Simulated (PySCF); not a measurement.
Working out the excitation energy of Ga⁺

Ga⁺ [Ar] 3d10 4s2 (1S) → Ga⁺ [Ar] 3d10 4s1 4p1 (3P). All numbers are calculated (PySCF 2.14, a scalar-relativistic core potential, in aug-cc-pVDZ-PP with ECP10MDF (5s4p3d, 32 functions)). Frozen: 3s2 3p6 3d10. Energies in hartree (1 hartree = 27.21139 eV):

| part | Ga⁺ (lower) | Ga⁺ (upper) |
| --- | --- | --- |
| UHF | -258.088334 | -257.917527 |
| MP2 opposite-spin | -0.023306 | 0.000000 |
| MP2 same-spin | 0.000000 | -0.001892 |

Task: What does Hartree-Fock give?

Result: (-257.917527) − (-258.088334) = 0.170807 hartree = 4.648 eV.

Task: What do MP2 and SCS-MP2 (6/5 opposite-spin, 1/3 same-spin) give?

Result: The opposite-spin parts differ by 0.634 eV and the same-spin parts by -0.051 eV. MP2: 4.648 + (0.634) + (-0.051) = 5.231 eV. SCS-MP2: 4.648 + 1.2 × (0.634) + (-0.051)/3 = 5.392 eV.

Measured between the centres of the two terms (NIST): 5.986 eV, so MP2 (valence) is off by -0.755 eV.

A double-zeta basis recovers only part of the correlation energy.

What remains against the reference includes basis incompleteness, the frozen core and correlation beyond second order.
